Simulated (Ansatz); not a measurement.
Reaction (redistribution): `[AlH2][SiH3]` + `FC([SiH3])SS` → `[SiH3][AlH][SH]` + `FC([SiH3])S`

Calculated with Ansatz (gas phase, PBE0-D4/def2-TZVP geometries, no zero-point term in ΔE). CCSD(T)/CBS adds triple-zeta CCSD(T) − MP2 to the extrapolated MP2 energy (def2 sets, frozen cores). This one scheme is used for every species. Functionals use def2-TZVPP. B3LYP here is the variant with VWN-RPA as its local correlation; programs differ in this. Each species was taken in one conformer, which may not be the lowest.

`[AlH2][SiH3]`:

Z-matrix (Å, degrees):
```
Si
Al 1 2.457
H 1 1.490 2 113.4
H 1 1.492 2 110.7 3 -121.0
H 1 1.492 2 110.6 3 120.9
H 2 1.589 1 121.5 3 0.3
H 2 1.589 1 119.5 3 -179.7
```

`FC([SiH3])SS`:

Cartesian coordinates in Å:
```
F -1.446 -0.960 0.812
C -0.115 -0.554 0.836
Si -0.040 1.282 0.311
S 0.937 -1.672 -0.079
S 0.826 -1.016 -2.010
H 0.238 -0.668 1.870
H 1.364 1.657 0.017
H -0.537 2.072 1.468
H -0.922 1.512 -0.854
H -0.305 -1.652 -2.372
```

`[SiH3][AlH][SH]`:

Cartesian coordinates in Å:
```
Si 0.631 0.581 1.302
Al -0.295 -0.695 -0.569
S -1.051 0.459 -2.264
H 0.515 2.050 1.085
H 2.074 0.259 1.496
H -0.071 0.246 2.574
H -0.388 -2.275 -0.653
H -1.415 -0.626 -2.970
```

`FC([SiH3])S`:

Z-matrix (Å, degrees):
```
C
Si 1 1.900
S 1 1.790 2 111.9
F 1 1.390 2 109.9 3 -125.3
H 1 1.095 2 111.0 3 116.2
H 2 1.485 1 110.0 3 174.0
H 2 1.485 1 107.8 3 54.0
H 2 1.483 1 108.4 3 -65.4
H 3 1.345 1 97.3 2 -44.0
```

```tsv
level	ΔE (kJ/mol)
B3LYP-D4	-149.4
CCSD/CBS(def2)	-160.3
```

(1) What does CCSD(T)/CBS give? (An estimate is asked.)

Largest T1 diagnostic among the species: 0.013.

Answers

(1) The calculation gave: -158.2 kJ/mol. The listed levels differ from it by 8.8, -2.1 kJ/mol.

From PBE to PBE0 (25 % exact exchange), in def2-TZVPP and without D4, ΔE moves by −5.8 kJ/mol. In def2-TZVPP, CCSD(T) changes the Hartree–Fock value by +4.9 kJ/mol (the triples alone add +2.1 kJ/mol) and MP2 by +3.2 kJ/mol. The D4 term adds +6.7 kJ/mol with B3LYP and +3.5 kJ/mol with PBE0; it sums over pairs of atoms, weighted by their polarisabilities, and B3LYP, whose exchange is more repulsive, gets the larger term.
